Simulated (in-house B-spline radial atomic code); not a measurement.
## BLYP excitations of Lu+

Method: BLYP. Computed with an all-electron radial atomic-structure program (B-spline basis): linear response of the closed shell [Xe] 4f14 6s2 with the functional's adiabatic kernel; scalar-relativistic (spin-free one-electron X2C), finite nucleus, no spin-orbit coupling, no double excitations, S, P, D and F terms only; shells from n = 4 respond. Only terms of natural parity with L up to 3 were computed.

Spin-orbit coupling is strong here, so these LS terms don't match observed levels.

Command:
```bash
python run_td.py task.json out
```
Settings (radii: box in bohr, nucleus in fm):
```
Z                        71
electrons                70
configuration            [Xe] 4f14 6s2
hamiltonian              x2c
method                   b88,lyp
box_radius               41.61
rms_radius               5.37
intervals                74
```

Time taken, with all properties: 2 s on 1 thread of Intel(R) Xeon(R) Platinum 8559C (Emerald Rapids), on a shared host.

The lowest states, in the order of their Tamm-Dancoff energies; the method's threshold (minus the highest occupied level) is 10.967 eV. Labels give the largest channel, * marks a mixed state, and oscillator strengths are full-response dipole values. Measured ¹D terms are left out, since they can mix with doubly excited terms. Semilocal kernels can invert the small singlet-triplet splittings of Rydberg terms. Energies in eV:

```json
{"state": "6s → 5d 3D", "full response": "1.181", "Tamm-Dancoff": "1.326", "oscillator strength": "-", "measured (J-weighted term)": "1.628"}
{"state": "6s → 5d 1D", "full response": "?", "Tamm-Dancoff": "?", "oscillator strength": "-", "measured (J-weighted term)": "-"}
{"state": "6s → 6p 3P", "full response": "3.902", "Tamm-Dancoff": "3.951", "oscillator strength": "-", "measured (J-weighted term)": "3.789"}
{"state": "6s → 6p 1P", "full response": "?", "Tamm-Dancoff": "?", "oscillator strength": "?", "measured (J-weighted term)": "?"}
{"state": "6s → 7s 3S", "full response": "7.686", "Tamm-Dancoff": "7.688", "oscillator strength": "-", "measured (J-weighted term)": "7.907"}
{"state": "6s → 7s 1S", "full response": "7.917", "Tamm-Dancoff": "7.931", "oscillator strength": "-", "measured (J-weighted term)": "8.553"}
{"state": "6s → 6d 1D", "full response": "8.519", "Tamm-Dancoff": "8.521", "oscillator strength": "-", "measured (J-weighted term)": "-"}
{"state": "6s → 6d 3D", "full response": "8.582", "Tamm-Dancoff": "8.585", "oscillator strength": "-", "measured (J-weighted term)": "-"}
{"state": "4f → 5d 3P", "full response": "8.708", "Tamm-Dancoff": "8.737", "oscillator strength": "-", "measured (J-weighted term)": "-"}
{"state": "6s → 7p 3P*", "full response": "8.803", "Tamm-Dancoff": "8.811", "oscillator strength": "-", "measured (J-weighted term)": "-"}
```

Task: Where does 6s → 5d 1D lie?

Result: At 2.175 eV in full response, 2.214 eV in Tamm-Dancoff.

Task: Where does 6s → 6p 1P lie?

Result: At 5.400 eV in full response, 5.579 eV in Tamm-Dancoff, oscillator strength 1.97; measured 4.739 eV.

Task: How large is the singlet-triplet splitting of 6s → 5d (D terms) in Tamm-Dancoff?

Result: 0.888 eV, from the unrounded values.

Task: What polarisabilities and dispersion coefficient does the method give?

Result: Dipole 56.25 bohr³, quadrupole 933.5 bohr⁵, C6 549.8 hartree·bohr⁶ for two such species.
